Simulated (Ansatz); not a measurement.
Calculated with Ansatz (gas phase, PBE0-D4/def2-TZVP geometries, no zero-point term in ΔE). CCSD(T)/CBS is the MP2 limit (def2-TZVPP, def2-QZVPP) plus CCSD(T) − MP2 in def2-TZVPP, frozen cores. This one scheme is used for every species. Functionals use def2-TZVPP. One conformer a species, not always the lowest.

`Cl[SiH2]S[SiH2]Cl` + `[SiH3]N[SiH3]` → `[SiH3]N[SiH2][SiH2]Cl` + `S[SiH2]Cl`  (formal exchange of groups at the Si–S bond)

`Cl[SiH2]S[SiH2]Cl`:

Z-matrix (Å, degrees):
```
Si
S 1 2.129
Cl 1 2.051 2 112.0
H 1 1.476 2 111.5 3 120.1
H 1 1.478 2 105.3 3 -118.3
Si 2 2.129 1 100.8 3 -53.1
Cl 6 2.051 2 112.0 1 -53.2
H 6 1.476 2 111.5 1 66.9
H 6 1.478 2 105.3 1 -171.5
```

`[SiH3]N[SiH3]`:

Cartesian coordinates in Å:
```
Si -1.105 1.079 -0.227
N -0.413 -0.477 0.051
Si 1.250 -0.913 0.202
H 0.003 2.003 -0.570
H -1.824 1.607 0.966
H -2.088 1.031 -1.344
H -1.074 -1.227 0.202
H 2.055 0.268 -0.195
H 1.579 -2.068 -0.678
H 1.616 -1.302 1.593
```

`[SiH3]N[SiH2][SiH2]Cl`:

Z-matrix (Å, degrees):
```
Si
N 1 1.727
H 1 1.489 2 111.7
H 1 1.485 2 106.5 3 -118.9
H 1 1.486 2 112.0 3 120.9
Si 2 1.726 1 128.6 3 119.0
H 2 1.010 1 116.3 3 -60.2
Si 6 2.346 2 110.8 1 30.9
H 6 1.489 2 108.7 1 150.2
H 6 1.494 2 113.8 1 -90.7
Cl 8 2.067 6 108.6 2 44.9
H 8 1.487 6 110.2 2 162.8
H 8 1.484 6 114.0 2 -75.2
```

`S[SiH2]Cl`:

Cartesian coordinates in Å:
```
S 1.007 -1.266 0.538
Si -0.148 0.465 0.135
Cl -2.116 0.038 -0.270
H 0.973 -1.708 -0.731
H 0.374 1.194 -1.041
H -0.089 1.277 1.369
```

CCSD(T)/CBS gives +71.9 kJ/mol.

**Question.** Another level gave +68.6 kJ/mol. Which?
A. HF/def2-TZVPP
B. MP2/def2-TZVPP
C. PBE0/def2-TZVPP
D. CCSD/def2-TZVPP

**Answer.** D. CCSD/def2-TZVPP 68.6, HF/def2-TZVPP 75.5, PBE0 62.7, MP2/def2-TZVPP 81.2 kJ/mol.

Largest T1 diagnostic among the species: 0.011.

From PBE to PBE0 (25 % exact exchange), in def2-TZVPP and without D4, ΔE moves by +4.1 kJ/mol.
